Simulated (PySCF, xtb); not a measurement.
SbF₅, SMILES [F][Sb]([F])([F])([F])[F].

GFN2-xTB (xtb) at its own geometry gives an orbital gap of 6.31 eV and a dipole moment of 0.07 D.

The structure is a stationary point at PBE0-D3(BJ)/def2-SVP. The isomer is the one that the SMILES or the coordinates give; other isomers of the formula were not compared. The def2 effective core potentials stand for the cores of Sb; spin–orbit coupling is left out.

**Question.** What does HF/def2-TZVP (PySCF) give? (Estimate from the structure and the level; the computed values follow.)

**Answer.** gap 17.37 eV (levels -17.73 and -0.36 eV), dipole 0.00 D.
